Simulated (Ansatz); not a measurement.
The first iterations of a band of BF2H + Cl (5 atoms, charge 0, multiplicity 2).

Method: UKS BHLYP-D4/def2-SVP (Ansatz 0.2.0).

- movable images: 7
- climbing image: yes
- spring: 5.0 eV/Å²
- optimiser: quadratic models (default)
- start path: through a guess of the saddle point
- force threshold: 0.05 eV/Å
- iteration limit: 60
- end points: relaxed

Initial state:

```xyz
5
Properties=species:S:1:pos:R:3
B 0.000 0.000 -0.079
H 0.000 0.000 1.115
F 1.119 0.000 -0.746
F -1.119 0.000 -0.746
Cl 0.000 0.000 3.686
```

Final state:

```xyz
5
Properties=species:S:1:pos:R:3
B 0.000 -0.006 -0.217
H 0.000 -0.010 1.914
F 1.133 0.005 -0.840
F -1.133 0.005 -0.840
Cl 0.000 0.005 3.212
```

| iteration | highest image above the first end (eV) | largest band force component (eV/Å) |
| --- | --- | --- |
| 1 | 0.732 | 1.956 |
| 2 | 0.596 | 0.858 |
| 3 | 0.836 | 3.694 |
| 4 | 0.742 | 1.725 |
| 5 | 0.644 | 1.415 |
| 6 | 0.570 | 0.290 |
| 7 | 0.566 | 0.344 |
| 8 | 0.565 | 0.306 |

Problem. Does the band converge within its limit, and where does its top end?

Solution. The run converged. It ended after 24 iterations with the highest image 0.565 eV above the first end. The top lies less than 8 meV above the higher end, about what the thresholds resolve: that end is a shoulder or a very shallow well. A vibrational analysis at the climbing image gives one clearly imaginary mode, 113i cm⁻¹: a first-order saddle point.

Time of the run: 10 min on 1 thread of Arm Neoverse V1, with other jobs on the host, peak memory 0.17 GiB.
